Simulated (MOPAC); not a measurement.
MOPAC input (MNDO):

```
MNDO 1SCF CHARGE=1 GEO-OK AUX(PRECISION=9) THREADS=1
CaF

Ca   -0.00000000 1   -0.00000000 1   -0.58396168 1
F     0.00000000 1    0.00000000 1    1.29769263 1
```

Problem. What heat of formation does the run end on, and which ionisation energy by Koopmans theorem?

Solution. 80.28 kcal/mol; 17.44 eV.
